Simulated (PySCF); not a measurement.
Precursor series Ti Cl-OH. Gas-phase values, no solvent. One relaxed conformer stands for each flexible species; it need not be the lowest. All members: neutral, multiplicity 1. Level: B3LYP-D3(BJ)/def2-TZVP // BP86-D3(BJ)/def2-SVP (PySCF), beside PBE-D3(BJ)/def2-TZVP // BP86-D3(BJ)/def2-SVP (PySCF) at the same geometries. B3LYP has the VWN-RPA correlation part, as in Gaussian.  Orbital energies are measured against the vacuum level.

```tsv
species	LUMO, PBE (eV)	LUMO, B3LYP-D3(BJ) (eV)
[Ti(Cl)4]	-4.62	-4.04
[Ti(Cl)3(OH)]	-4.02	-3.44
[Ti(Cl)2(OH)2]	-3.41	-2.81
[Ti(Cl)(OH)3]	-2.86	withheld
[Ti(OH)4]	-2.22	-1.57
```

Fit y = a + b·x, y being the LUMO at the first level, to the 4 complete rows by least squares, with x = the PBE value in eV. Give a, b and the rms residual, and predict the withheld value.

Means of the 4 rows: x̄ = -3.5675, ȳ = -2.965 eV. Σ(x − x̄)² = 3.1531 and Σ(x − x̄)(y − ȳ) = 3.2505, so b = 1.031 and a = ȳ − b·x̄ = 0.713 eV. The rms residual is 0.008 eV. At x = -2.86 the line gives -2.24 eV. The run for [Ti(Cl)(OH)3] gave -2.21 eV, so the line is off by 0.03 eV, more than twice the rms residual.

Codes: PySCF.
